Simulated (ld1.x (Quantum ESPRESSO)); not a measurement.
**Varying the TM potential for fluorine (F)**

Base potential:

F (Z = 9), norm-conserving Troullier–Martins (Kleinman–Bylander form), made with ld1.x (Quantum ESPRESSO) 7.5 (PBE, scalar-relativistic). Core [He], reference 2s2 2p3 (charge +2). Waves: 2s (bound): rc 0.70 bohr; 2p (bound): rc 0.85 bohr; 3d channel at 0.3 Ry: rc 0.90 bohr. Local part: all-electron potential smoothed inside 0.65 bohr (lloc = -2). Core correction: a·sin(br)/r model core inside 0.55 bohr.

Cutoffs, loose and tight: the cutoffs (Ry, on a coarse ladder) from which the occupation-weighted sum of valence levels, in a spherical-Bessel basis at the reference potential, stays within 10 and 1 mRy of its value at 400 Ry. They do not see the model core or the augmentation charge, which bear on the density cutoff. Test errors are all-electron minus pseudo excitation energies from the reference, over the configurations 2s2 2p5; 2s2 2p4; 2s2 2p2; 2s2 2p1; 2s2 2p5.3; 2s1 2p6; 2s2 2p4.5. A dash means not determined; rows that change the core or the reference have their own tests.

Cutoffs are not given where the Bessel-basis levels miss the radial ones by over 6 mRy, ghosts where they miss by over 20 mRy; a channel whose overlap is not positive is not tested.

A file whose overlap is not positive is unfit for use, and its test errors describe a broken file.

| change | outcome | cutoff, loose | cutoff, tight | bound ghosts | largest test error (meV) |
| --- | --- | --- | --- | --- | --- |
| base | generated | 180 Ry | 300 Ry | none | +196 |
| wave 3d channel at 0.3 Ry: rc 0.90 bohr becomes 3d channel at 0.25 Ry: rc 0.90 bohr | generated | 180 Ry | 300 Ry | none | +196 |
| wave 3d channel at 0.3 Ry: rc 0.90 bohr becomes 3d channel at 0.3 Ry: rc 0.58 bohr | generated | 180 Ry | 300 Ry | none | +196 |
| core correction a·sin(br)/r model core inside 0.56 bohr | generated | 180 Ry | 300 Ry | none | +200 |
| type ultrasoft; waves now 2s (bound): rcut 0.60, rcutus 0.70 bohr; 2s channel at -1.75 Ry: rcut 0.60, rcutus 0.70 bohr; 2p (bound): rcut 0.75, rcutus 0.85 bohr; 2p channel at -3.05 Ry: rcut 0.75, rcutus 0.85 bohr; 3d channel at 0.3 Ry: rcut 0.80, rcutus 0.90 bohr; local potential all-electron potential smoothed inside 0.55 bohr (lloc = -1); augmentation built from norm-conserving waves at rcut, not smoothed further | generated, overlap not positive | – | – | not determined (overlap not positive) | +125 |
| wave 2s (bound): rc 0.70 bohr becomes 2s (bound): rc 1.08 bohr | generated | 160 Ry | 260 Ry | none | +318 |
| all radii but the core radius scaled by about 1.35 (s 0.94, p 1.14, d 1.22 bohr); local potential all-electron potential smoothed inside 0.88 bohr (lloc = -2) | generated | 110 Ry | 180 Ry | none | +537 |
| local potential the s channel | generated | 180 Ry | 300 Ry | none | +184 |
